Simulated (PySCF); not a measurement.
Vertical excitation energies

Species: Ag(CO)H, CHAgO (singlet state).
SMILES: `[H][Ag]<-[C-]#[O+]`

Computed with PySCF, TDDFT CAM-B3LYP/def2-SVPD, vertical, gas phase, core orbitals frozen in the response, def2 core potentials past Kr. Isolated species at its PBE0-D3(BJ)/def2-SVP geometry, gas phase. Spin–orbit coupling is left out.

```
state  E (eV)  E (kJ/mol)  λ (nm)       f  symmetry        main configurations (H = HOMO, L = LUMO)
   S1    3.76         363   329.9   0.039         Π                                   H→L/L+1 (97%)
   S2    3.76         363   329.9   0.039         Π                                   H→L/L+1 (97%)
   S3    6.00         579   206.5  0.0000         –                            H-3/H-2→L/L+1 (≥92%)
   S4    6.00         579   206.5  0.0000         –                            H-3/H-2→L/L+1 (≥92%)
   S5    6.08         587   203.8  0.0024         Π               H-3/H-2→L/L+1 (≥81%), H→L+4 (11%)
   S6    6.08         587   203.8  0.0024         Π               H-3/H-2→L/L+1 (≥81%), H→L+3 (13%)
   S7    6.18         597   200.5  0.0001         –              H-5→L/L+1 (≥49%), H-4→L/L+1 (≥47%)
   S8    6.24         602   198.7  0.0076         Π                                H-1→L/L+1 (≥65%)
   S9    6.24         602   198.6  0.0074         Π  H-1→L/L+1 (≥62%), H-4→L/L+1 (≥15%), H→L+3 (8%)
```

Triplets, Tamm–Dancoff:

```
state  E (eV)  λ (nm)  main configurations (H = HOMO, L = LUMO)
   T1    3.45   358.9                            H→L/L+1 (≥96%)
   T2    3.45   358.9                            H→L/L+1 (≥96%)
   T3    5.55   223.3                          H-1→L/L+1 (≥88%)
   T4    5.55   223.3                          H-1→L/L+1 (≥88%)
```

The lowest singlet level (S1/S2) comes at 330 nm (363 kJ/mol) in the ultraviolet; it is of moderate strength. The lowest level is also the most intense of those listed (f = 0.077 summed). S1/S2, S3/S4, S5/S6 and S8/S9 lie within about 0.01 eV of each other in each set; the point group C∞v has degenerate representations, and within a degenerate level the listed configurations can mix freely. For S1 the Löwdin share of silver is 56% in HOMO and 25% in LUMO. The listed states span 2.48 eV, and the widest gap between neighbours is 2.25 eV (S2 to S3). Of the 9 states listed, 2 reach f = 0.01 and 3 stay under 0.0005. Weighted by f, the mean energy of these states is 4.26 eV. The vertical ionisation energy (ΔSCF) is 9.10 eV, 2.86 eV above S9. Symmetry labels in C∞v follow from the direction of the transition dipole and are given only for states with f of 0.002 or more. Orbitals of the list HOMO-3 to LUMO+2 that lie within 0.01 eV of each other are written together with a slash and their weights summed (≥ marks a lower bound); for degenerate orbitals outside that list single weights are arbitrary. Singlets were solved by full linear response, triplets in the Tamm–Dancoff approximation. The highest level found (6.26 eV, f 0.0021 so far) is left out, since the window may have cut off a degenerate partner.
